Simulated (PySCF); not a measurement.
Compound: (BeTe)4 cube, Be4Te4.
Geometry (PBE0-D3(BJ)/def2-SVP, Å), atoms numbered from 1 in this order:
```xyz
8
Be4Te4 angstrom
Be    -0.251    0.354    1.445
Te     0.221   -1.992    1.372
Be     1.429   -0.584   -0.143
Te     1.631    1.644    0.716
Be    -0.109    1.238   -0.877
Te    -2.222    0.896    0.197
Be    -1.000   -1.056   -0.469
Te     0.439   -0.586   -2.326
```

Level of theory: PySCF 2.14.0, density-fitted response routines, TDDFT PBE0/def2-SVPD, vertical, gas phase, core orbitals frozen in the response, def2 core potentials past Kr. Spin–orbit coupling is left out.

Frontier orbitals with the atoms that hold most of them (Löwdin shares over 4%, at most four atoms; ? is withheld):

```
orbital  ε (eV)                               atoms
 HOMO-3   -7.39  Te8 24%, Te4 24%, Te6 13%, Te2 13%
 HOMO-2   -6.78   Te2 31%, Te6 28%, Te8 19%, Te4 6%
 HOMO-1   -6.77  Te4 29%, Te2 27%, Te6 16%, Te8 12%
   HOMO   -6.77   Te8 32%, Te4 28%, Te6 19%, Be1 6%
   LUMO   -3.30                                   ?
 LUMO+1   -1.11  Be7 22%, Te2 22%, Te8 20%, Be3 13%
 LUMO+2   -1.09  Be1 24%, Te2 22%, Te4 21%, Te6 13%
```

Task: Give the leading atoms of the LUMO.

Result: Be7 (bonded to 3 Te) 16%; Be3 (bonded to 3 Te) 15%; Be1 (bonded to 3 Te) 15%; Be5 (bonded to 3 Te) 15%.

Within 0.005 eV of a neighbour in this list lie HOMO-2/HOMO-1/HOMO (point group found: Td); within a degenerate set the shares of single atoms can hang on how the components are chosen.

Task: The HOMO–LUMO gap is 3.47 eV. Where does the response calculation put the lowest singlet, and from which orbitals?

Result: S1 is at 2.33 eV (f = 0.0000), 1.14 eV below the gap, made of HOMO-2/HOMO-1/HOMO→LUMO (100%). S1/S2/S3 lie within about 0.01 eV of each other. Without the coupling terms of the response equations the lowest excitation would equal the gap.

Next come S2 at 2.33 eV (f 0.0000), HOMO-2/HOMO-1/HOMO→LUMO (100%); S3 at 2.34 eV (f 0.0000), HOMO-2/HOMO-1/HOMO→LUMO (100%); S4 at 3.06 eV (f 0.0002), HOMO-3→LUMO (98%); S5 at 3.06 eV (f 0.0002), HOMO-4→LUMO (97%).

Orbitals of the list HOMO-3 to LUMO+2 that lie within 0.01 eV of each other are written together with a slash and their weights summed (≥ marks a lower bound); for degenerate orbitals outside that list single weights are arbitrary.

One conformer stands for the species.
